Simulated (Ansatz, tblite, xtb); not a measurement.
## CH4F3NSi (SMILES CN[Si](F)(F)F): the vertical ionisation energy, rung by rung

CH4F3NSi has 10 atoms, charge 0, and is taken as a singlet. As SMILES, `CN[Si](F)(F)F`. The shape is that of a PBE0-D4/def2-TZVP optimisation.

Each level gives the vertical ionisation energy (to the doublet cation) (eV). The values are calculated.

```csv
level,kind,program,value (eV),CPU time (all runs)
GFN2-xTB,semi-empirical,tblite,14.74,under 2 s
GFN1-xTB,semi-empirical,xtb,14.96,under 2 s
HF/6-31G* (spherical functions),Hartree–Fock,Ansatz,9.16,12 s
SVWN5/6-31G* (spherical functions),LDA,Ansatz,9.93,15 s
BLYP/6-31G* (spherical functions),GGA,Ansatz,9.58,26 s
r2SCAN/6-31G* (spherical functions),meta-GGA,Ansatz,9.84,50 s
B3LYP/6-31G* (spherical functions),global hybrid,Ansatz,10.00,32 s
MP2/6-31G* (spherical functions),perturbation theory,Ansatz,10.05,12 s
CCSD/6-31G* (spherical functions),coupled cluster or CI,Ansatz,9.87,3.2 min
```

The values span 9.16 to 14.96 eV. The xTB values lack the empirical shift that such differences need. CPU times are rough (shared hosts, several kinds of processor and program).
